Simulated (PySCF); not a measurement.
# Static response to an electric field

Compound: Si(vinyl)3(pyrrolidide), C10H17NSi.
Structure used (PBE0-D3(BJ)/def2-SVP), in Å, numbered top down from 1:
```
atom  x, y, z in Å
Si1    0.3455    0.9336    0.1892
C2     0.2745    1.1983    2.0466
C3    -0.4627    0.4170    2.8446
H4     0.8202    2.0372    2.4999
H5    -1.0326   -0.4248    2.4327
H6    -0.5385    0.5779    3.9263
C7     2.1376    0.9262   -0.3576
C8     3.1785    0.8842    0.4827
H9     2.3481    0.9106   -1.4365
H10    3.0364    0.8823    1.5697
H11    4.2168    0.8441    0.1328
C12   -0.5761    2.3140   -0.6758
C13    0.0228    3.2762   -1.3874
H14   -1.6678    2.3661   -0.5618
H15    1.1094    3.2949   -1.5315
H16   -0.5379    4.0932   -1.8562
N17   -0.4142   -0.5712   -0.2252
C18   -1.6510   -0.7338   -0.9792
C19   -1.6362   -2.1991   -1.4081
C20   -0.8959   -2.8746   -0.2596
C21    0.1985   -1.8626    0.0660
H22   -1.7016   -0.0515   -1.8445
H23   -2.5457   -0.5272   -0.3570
H24   -1.0616   -2.3121   -2.3423
H25   -2.6443   -2.6028   -1.5839
H26   -1.5702   -2.9933    0.6052
H27   -0.4979   -3.8682   -0.5125
H28    0.5321   -1.9335    1.1159
H29    1.0940   -2.0435   -0.5621
```

Level: B3LYP/def2-SVPD (PySCF), static field, nuclei fixed, core orbitals frozen in the response. The polarisability tensor in these axes (au):

```
x   152.03  12.20   3.53
y    12.20 154.71 -11.13
z     3.53 -11.13 146.96
```

Question: Give the principal values, the mean and the anisotropy Δα = √{½[(α1 − α2)² + (α2 − α3)² + (α1 − α3)²]}.

Answer: Principal values 133.15, 152.84 and 167.72 au; mean 151.24 au = 22.41 Å³ = 24.94 × 10⁻⁴⁰ C²·m²/J; Δα = 30.04 au (20 % of the mean).

Question: What is the dipole moment, and where does it point?

Answer: (-0.17, -0.54, -0.28) D, 0.63 D in size, pointing from the negative to the positive side. Measured along this direction, the outermost atoms are H4 at the negative end and H27 and H25 at the positive end.

Question: Find the Langevin capture rate constant for O2+ (31.990 u) meeting this molecule (179.113 u), k = 2.342 × 10⁻⁹ cm³/s × √(α in Å³ / reduced mass in u).

Answer: The reduced mass is 27.14 u, so k = 2.13 × 10⁻⁹ cm³/s. The formula leaves out the permanent dipole, which adds to the capture rate.

Question: What would n − 1 = 2πNα be for an ideal gas of these molecules at 350 K and 1 atm, electronic part alone?

Answer: N = p/kT = 2.0968 × 10¹⁹ cm⁻³, so n − 1 = 2π × N × 22.41 × 10⁻²⁴ cm³ = 2953 × 10⁻⁶ at long wavelengths, for an ideal gas.

Question: Molar refractivity from α?

Answer: Lorentz–Lorenz: R = (4π/3)N_A α = 2.5225 cm³/(mol·Å³) × 22.41 Å³ = 56.5 cm³/mol, in the limit of long wavelengths.

Question: Form Σ f/ω² (atomic units) for the 10 lowest TDDFT singlets, given as eV and f, and set it beside the mean polarisability, which is this sum over all singlets: 4.07, 0.0043; 4.43, 0.0071; 4.84, 0.0036; 5.29, 0.0050; 5.75, 0.0125; 5.88, 0.0880; 5.96, 0.0014; 6.01, 0.0016; 6.03, 0.0027; 6.08, 0.0192.

Answer: They add up to 3.37 au, 2.2 % of the 151.24 au; the largest single term is 1.89 au, from the state at 5.88 eV. Terms in order: 0.19, 0.27, 0.11, 0.13, 0.28, 1.89, 0.03, 0.03, 0.06, 0.38 au. Higher excitations give the rest. The strengths listed sum to 0.145.

The structure is a single PBE0-D3(BJ)/def2-SVP conformer in the gas phase; no vibrational or solvent corrections.

The run behind these numbers computed excited states as well. The run took 2.4 min wall, 5.4 min CPU (with the writing of density and orbital grids) on Intel Xeon Platinum 8488C, 2 threads, no GPU, shared host, and the process peaked at 2.3 GiB of memory.
